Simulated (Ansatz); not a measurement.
Harmonic frequencies (cm⁻¹) at PBE0-D4/def2-TZVP from Ansatz: 48, 76, 89, 117, 172, 233, 355, 432, 453, 565, 618, 793, 795, 845, 855, 924, 1009, 1038, 1056, 1059, 1104, 1217, 1318, 1325, 1446, 1452, 1454, 1658, 2549, 2684, 3032, 3094, 3120, 3127, 3139, 3220.

Each molecule was computed in one conformer, which needn't be the lowest.

(1) Which molecule is it?
A. `COC(O)(Cl)Cl`
B. `C[Te][SiH2]N`
C. `C=CBB(C)S`
D. `N=C1OB1N`

Answers

(1) C.
